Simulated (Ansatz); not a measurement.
Molecule: YH, net charge 0, singlet state. SMILES: [YH]
Geometry from a B3LYP-D3(BJ)/def2-TZVP (Ansatz, a program for electronic structure) optimisation:
```
Y
H 1 1.9182
```

Wanted: atomisation energy, in kcal/mol. Conventions: LANL2DZ with its own core potentials from Na on; UHF or UKS for open shells; def2 sets with scalar-relativistic core potentials past Kr; atomisation electronic, to ground-state atoms; six Cartesian d functions in 6-31G* and its kin unless marked 5d; no spin-orbit coupling. Ab initio and DFT rows: single points at B3LYP-D3(BJ) geometries (Ansatz). The spin state of an ion or metal species was assumed, not searched.

| species | coefficient | E at B3LYP/6-31G* with LANL2DZ past Ar (Ansatz), Eh | E at B3LYP/def2-TZVPD (Ansatz), Eh |
|---|---|---|---|
| [YH] (YH) | -1 | -38.45048 | -38.84762 |
| H atom | +1 | -0.50027 | -0.50215 |
| Y atom | +1 | -37.84804 | -38.23845 |

 1 Eh = 627.5095 kcal/mol.

Q: Compute it at each level from the table.

A: 
- B3LYP/6-31G* with LANL2DZ past Ar: the sum of coefficient times E is 0.10217 Eh, or 64.11 kcal/mol. Result: 64.1 kcal/mol.
- B3LYP/def2-TZVPD: the sum of coefficient times E is 0.10702 Eh, or 67.16 kcal/mol. Result: 67.2 kcal/mol.
